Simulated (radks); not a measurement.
All-electron atom: neutral silver in [Kr] 4d10 6s1 (not the ground configuration).

Method: Dirac Kohn-Sham, PBEsol, spin-unpolarised, spherical densities, point nucleus; computed with a radial shooting solver on a logarithmic mesh with Libxc functionals.

Energy parts (eV):
| part | energy |
|---|---|
| total | -144615.285 |
| kinetic | 151335.215 |
| electron-nucleus | -350587.566 |
| Hartree | 58630.751 |
| exchange-correlation | -3993.686 |

Orbitals (lengths in bohr, moments of r in powers of bohr):
| orbital | occ. | eigenvalue (eV) | <r> |
|---|---|---|---|
| 1s1/2 | 2 | -25306.02 | 0.03112 |
| 2s1/2 | 2 | -3729.029 | 0.1346 |
| 2p1/2 | 2 | -3466.192 | 0.1141 |
| 2p3/2 | 4 | -3291.012 | 0.1192 |
| 3s1/2 | 2 | -687.1184 | 0.3685 |
| 3p1/2 | 2 | -582.5664 | 0.3602 |
| 3p3/2 | 4 | -551.6506 | 0.3711 |
| 3d3/2 | 4 | -366.3971 | 0.3439 |
| 3d5/2 | 6 | -360.1691 | 0.3474 |
| 4s1/2 | 2 | -99.5347 | 0.9125 |
| 4p1/2 | 2 | -66.6555 | 0.9802 |
| 4p3/2 | 4 | -61.5578 | 1.012 |
| 4d3/2 | 4 | -12.4024 | 1.377 |
| 4d5/2 | 6 | -11.8352 | 1.399 |
| 6s1/2 | 1 | -1.4420 | 8.655 |

The highest occupied level is 6s1/2 at -1.442 eV. Summed over all electrons, <r^2> = 118.7 bohr^2, which gives a Langevin (diamagnetic) susceptibility term of -94 x 10^-6 cm^3/mol. The density falls to 0.001 e/bohr^3 at r = 3.59 bohr.
